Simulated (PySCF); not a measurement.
Species: C3H13NSi2.
Numbering: `[CH3:1][CH:2]([CH3:3])[NH:4][SiH2:5][SiH3:6]` (hydrogens: H7, H8, H9 on C1; H10 on C2; H11, H12, H13 on C3; H14 on N4; H15, H16 on Si5; H17, H18, H19 on Si6)

The same species was optimised twice, with GFN2-xTB and with PBE0-D3(BJ)/def2-SVP (PySCF), and the same property calculations (PySCF, gas phase) were run on both structures.

```
       coordinate  GFN2-xTB  PBE0-D3(BJ)/def2-SVP  change
      Si5–Si6 (Å)     2.297                 2.345  +0.048
       N4–Si5 (Å)     1.716                 1.734  +0.018
        C2–N4 (Å)     1.445                 1.455  +0.010
        C2–C3 (Å)     1.528                 1.523  -0.005
        C1–C2 (Å)     1.530                 1.527  -0.003
     C1–C2–C3 (°)     110.9                 111.8    +0.9
     C1–C2–N4 (°)     111.7                 112.5    +0.8
   N4–Si5–Si6 (°)     106.7                 107.3    +0.6
    C2–N4–Si5 (°)     124.2                 124.8    +0.6
     C3–C2–N4 (°)     109.7                 110.2    +0.5
 C1–C2–N4–Si5 (°)       -89                   -88      +1
C2–N4–Si5–Si6 (°)      -175                  -169      +6
```

Rotational constants: A = 4840, B = 914.8, C = 851.0 MHz (GFN2-xTB) against A = 4785, B = 894.3, C = 823.7 MHz (PBE0-D3(BJ)/def2-SVP). Point groups within 0.08 Å: C1 and C1.

On the GFN2-xTB structure: lowest singlet, TDDFT (eV) 5.75 [wB97X-D/def2-SVPD]; lowest triplet, Tamm–Dancoff (eV) 5.53 [wB97X-D/def2-SVPD]; isotropic polarisability (au) 102.3 [wB97X-D/def2-SVPD]; HOMO (eV) -8.60 [wB97X-D/def2-SVPD]; LUMO (eV) 1.63 [wB97X-D/def2-SVPD]; dipole (D) 1.28 [wB97X-D/def2-SVPD]; HOMO (eV) -6.71 [PBE0/pcSseg-1]; LUMO (eV) -0.02 [PBE0/pcSseg-1]; dipole (D) 1.28 [PBE0/pcSseg-1]; GIAO shielding of C1/C3 (mean) (ppm) 158.4 [PBE0/pcSseg-1]; GIAO shielding of C2 (ppm) 135.1 [PBE0/pcSseg-1]; GIAO shielding of N4 (ppm) 223.0 [PBE0/pcSseg-1]; GIAO shielding of Si5 (ppm) 406.7 [PBE0/pcSseg-1]; GIAO shielding of Si6 (ppm) 471.3 [PBE0/pcSseg-1].

Task: What do these properties become on the PBE0-D3(BJ)/def2-SVP structure?

Result: 
```csv
property,level,on GFN2-xTB,on PBE0-D3(BJ)/def2-SVP,change
"lowest singlet, TDDFT (eV)",wB97X-D/def2-SVPD,5.75,5.88,+0.13
"lowest triplet, Tamm–Dancoff (eV)",wB97X-D/def2-SVPD,5.53,5.61,+0.08
isotropic polarisability (au),wB97X-D/def2-SVPD,102.3,105.6,+3.3
HOMO (eV),wB97X-D/def2-SVPD,-8.60,-8.64,-0.04
LUMO (eV),wB97X-D/def2-SVPD,1.63,1.75,+0.12
dipole (D),wB97X-D/def2-SVPD,1.28,1.34,+0.06
"energy, GFN2-xTB geometry as zero (kcal/mol)",wB97X-D/def2-SVPD,0.0,-3.0,-3.0
HOMO (eV),PBE0/pcSseg-1,-6.71,-6.76,-0.05
LUMO (eV),PBE0/pcSseg-1,-0.02,0.16,+0.18
dipole (D),PBE0/pcSseg-1,1.28,1.36,+0.08
"energy, GFN2-xTB geometry as zero (kcal/mol)",PBE0/pcSseg-1,0.0,-2.7,-2.7
GIAO shielding of C1/C3 (mean) (ppm),PBE0/pcSseg-1,158.4,156.5,-1.9
GIAO shielding of C2 (ppm),PBE0/pcSseg-1,135.1,133.9,-1.2
GIAO shielding of N4 (ppm),PBE0/pcSseg-1,223.0,222.1,-0.9
GIAO shielding of Si5 (ppm),PBE0/pcSseg-1,406.7,404.5,-2.2
GIAO shielding of Si6 (ppm),PBE0/pcSseg-1,471.3,460.6,-10.7
```

The heavy atoms differ by 0.063 Å rms after alignment. Among bonds between heavy atoms Si5–Si6 changes most (+0.048 Å). Changes are differences of the printed values. Neither structure is proved a minimum here.

The values belong to the conformer `[CH3:1][CH:2]([CH3:3])[NH:4][SiH2:5][SiH3:6]`: C1–C2–N4–Si5 -88°, C2–N4–Si5–Si6 -169°.

Note: wB97X-D ran without an empirical dispersion term, which enters the total energy and its gradient alone.
